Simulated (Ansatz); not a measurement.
C2H9BSSi (`BCSC[SiH3]`), relaxed with RKS PBE-D4/def2-SVP in Ansatz 0.2.0 from a rough embedded geometry. The force threshold is 0.03 eV/Å; the program also tests the step.

Total charge 0; spin multiplicity 1.

Start:

```xyz
14

B     2.724    0.471    0.089
C     1.345   -0.082   -0.340
S     0.165    1.273   -0.305
C    -1.347    0.307   -0.677
Si   -2.096   -0.465    0.790
H     2.973    1.571    0.386
H     3.682   -0.299    0.127
H     1.028   -0.881    0.409
H     1.421   -0.452   -1.356
H    -1.037   -0.486   -1.459
H    -2.045    0.975   -1.229
H    -1.149   -1.356    1.457
H    -2.392    0.596    1.712
H    -3.272   -1.173    0.396
```

Task: By how much does the energy fall, and how many steps does the optimiser take? (Best estimate.)

Result: Ansatz gave: 41.11 kJ/mol, in 14 steps, 1 of them rejected.

Task: Which bonds change most? (Best estimate.)

Result: The calculation gave: C4–Si5 from 1.819 to 1.901 Å; Si5–H14 from 1.428 to 1.509 Å; Si5–H13 from 1.437 to 1.502 Å; B1–H6 from 1.167 to 1.217 Å.

Task: Give the relaxed structure. (Estimate.)

Result: Computed: 
```xyz
14

B     2.785    0.427    0.121
C     1.374   -0.019   -0.361
S     0.137    1.306   -0.488
C    -1.387    0.331   -0.807
Si   -2.061   -0.448    0.791
H     2.967    1.484    0.696
H     3.717   -0.346   -0.018
H     1.108   -0.731    0.469
H     1.404   -0.649   -1.278
H    -1.201   -0.416   -1.608
H    -2.128    1.052   -1.212
H    -0.985   -1.267    1.454
H    -2.498    0.637    1.733
H    -3.231   -1.360    0.509
```
